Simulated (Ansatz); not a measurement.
This geometry of C4H11AlSi (17 atoms, charge 0, multiplicity 1) is a first-order saddle point.

Computed with RKS B3LYP/6-31G in Ansatz 0.2.0.

```xyz
17
Properties=species:S:1:pos:R:3
C -1.841 -0.951 -0.674
C -0.547 -1.078 -0.291
Al 0.717 -1.690 -1.678
C -0.131 -0.800 1.140
Si 0.642 0.975 1.418
C 0.495 2.115 -0.119
H -2.630 -0.665 0.026
H -2.168 -1.129 -1.696
H 0.139 -1.923 -3.157
H 2.262 -1.967 -1.335
H -0.994 -0.876 1.816
H 0.614 -1.525 1.487
H -0.070 1.624 2.578
H 2.093 0.847 1.803
H -0.547 2.192 -0.445
H 0.861 3.119 0.122
H 1.087 1.731 -0.957
```

(1) Which two structures does it join? (They come from a converged band through this point; their orientation in space is the band's.)

(2) How far does it lie above each of them?

## Answers

(1) No bond is made or broken. The dihedral C2–C4–Si5–H13 goes from 69 to -169°.

Image 0:

```xyz
17
Properties=species:S:1:pos:R:3
C -2.174 -0.984 -0.135
C -0.821 -0.996 -0.210
Al -0.037 -1.268 -2.000
C 0.031 -0.851 1.035
Si 0.564 0.985 1.363
C 1.404 1.800 -0.158
H -2.706 -0.898 0.816
H -2.808 -1.061 -1.016
H -1.032 -1.272 -3.261
H 1.538 -1.525 -2.184
H -0.510 -1.189 1.931
H 0.948 -1.451 0.970
H -0.657 1.780 1.746
H 1.518 1.012 2.531
H 0.699 1.903 -0.990
H 1.761 2.803 0.100
H 2.264 1.212 -0.498
```

Image 6:

```xyz
17
Properties=species:S:1:pos:R:3
C -1.502 -1.025 -1.045
C -0.268 -1.149 -0.500
Al 1.165 -1.832 -1.679
C -0.011 -0.801 0.952
Si 0.788 0.957 1.124
C -0.448 2.345 0.661
H -2.369 -0.710 -0.460
H -1.701 -1.237 -2.094
H 0.825 -2.000 -3.239
H 2.593 -2.264 -1.086
H -0.942 -0.808 1.538
H 0.674 -1.517 1.425
H 1.285 1.154 2.534
H 1.985 1.016 0.204
H -1.275 2.382 1.378
H 0.049 3.321 0.660
H -0.864 2.168 -0.336
```

(2) 0.075 eV above the first and 0.103 eV above the second. This is the barrier of this one path; another mechanism may lie lower. Limits of this set-up: no polarisation functions.

Run time: 3.7 min on 1 CPU thread of a shared host.
